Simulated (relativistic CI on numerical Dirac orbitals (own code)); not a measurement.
**Hyperfine structure of Sm12+, mass number 147**

Method of calculation: Dirac-Coulomb-Breit CI, KLI orbitals optimised for each configuration, QED by a radiative potential, unscaled Slater integrals (own radial code, finite nucleus).

CI space (outside the closed core [Kr] 4d10): 4f²5s², 4f⁴, 4f³5s, 4f5s²5p, 4f²5s5p, 4f³5p, 4f5s5p², 4f²5s5d, 5s²5p5d, 4f5s²5d, 4f³5d, 5s²5p², 5s5p³, 5s5p²5d, 4f²5p², 4f5p³, 4f5p²5d, 5s²5d², 5s5p5d², 5s5d³, 4f²5d², 4f5p5d², 4f5d³. Double excitations out of closed p, d and f shells are left out; levels of such configurations are missing from the list, as are those of other unlisted configurations, and high levels can miss mixing partners.

Nuclear spin I = 7/2, μ = -0.809 μN, Q = -0.26 b (tables of Stone and Pyykkö). The electronic factors are computed for point nuclear moments, without core polarisation or the Bohr-Weisskopf and QED corrections.

```tsv
Level	E (cm⁻¹)	A (MHz)	B (MHz)
4f²5s² ³H4	0.0	-284.8	-326
4f²5s² ³H5	4489.3	-207.6	-340
4f²5s² ³H6	9046.2	-163.7	-377
4f²5s² ³F2	9869.2	-271.3	94.6
4f²5s² ³F3	12804.1	-185.1	97.3
4f²5s² ¹D2	34114.4	-196.2	225
4f²5s² ¹I6	40794.8	-206.3	-755
4f²5s² ³P1	42839.5	-1.603	-113
```

Levels with J = 0, under 50 % of one LS term, or S terms without an open s electron are left out. Small factors come from cancelling terms and can be off by tens of per cent or more.

At this charge transitions that keep the count of f electrons are usually good to a few per cent. Terms inside the open d or f shell come out 10 to 20 % too wide with unscaled integrals. Levels and lines within the n = 5 or 6 shells can be off by up to 10 % or somewhat more, and those that change n by about 2 %, since core polarisation is missing. Levels that differ in their count of f electrons can be misplaced by several ten thousand cm⁻¹, since the correlation energy of f electrons is missing or only estimated; rates across such gaps can be off by orders of magnitude.

Q: Give the hyperfine levels of 4f²5s² ³H4 relative to its centre of gravity.

A: With K = F(F + 1) − I(I + 1) − J(J + 1), E = AK/2 + B[¾K(K + 1) − I(I + 1)J(J + 1)]/[2I(2I − 1)J(2J − 1)]: F = 1/2: 4823, F = 3/2: 4437, F = 5/2: 3786, F = 7/2: 2856, F = 9/2: 1631, F = 11/2: 87.38, F = 13/2: -1801, F = 15/2: -4068 MHz.

LS names give the leading component of a level, which can be under half, so a name can repeat, a term be missing and a line seem to break the LS rules.
